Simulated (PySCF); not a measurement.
Ligand exchange on a metal centre used in film growth or etching (Hf OH-H). Gas-phase values, no solvent. One relaxed conformer stands for each flexible species; it need not be the lowest.

These are PBE-D3(BJ)/def2-TZVP // r2SCAN-D4/def2-SVP (PySCF) values and carry that method's errors. All candidates: neutral, multiplicity 1. 

The HOMO comes out as -7.12 eV and the HOMO–LUMO gap comes out as 4.05 eV. The LUMO comes out as -3.07 eV.

Name which member has these values.
A. [Hf(H)4]
B. [Hf(OH)(H)3]
C. [Hf(OH)4]
D. [Hf(OH)2(H)2]

A, [Hf(H)4]. The others give [Hf(OH)2(H)2]: -6.29 eV, 4.41 eV, -1.88 eV; [Hf(OH)(H)3]: -6.66 eV, 4.33 eV, -2.33 eV; [Hf(OH)4]: -6.72 eV, 6.13 eV, -0.59 eV
